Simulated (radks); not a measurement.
Neutral lutetium: order these configurations by energy. Calculated with a radial shooting solver on a logarithmic mesh with Libxc functionals: scalar-relativistic Kohn-Sham, PBEsol, spin-polarised, spherical densities, finite nucleus; Fermi nuclear charge, rms radius of each element as measured or else 0.836 A^(1/3) + 0.57 fm. Open shells are filled with parallel spins first. [Xe] 4f14 5d1 6s1 6p1; [Xe] 4f14 5d1 6s2; [Xe] 4f14 5d2 6s1; [Xe] 4f14 6s2 6p1.

Answer. From the lowest, in eV above it: [Xe] 4f14 5d1 6s2 0.000; [Xe] 4f14 6s2 6p1 0.970; [Xe] 4f14 5d2 6s1 1.965; [Xe] 4f14 5d1 6s1 6p1 2.501.
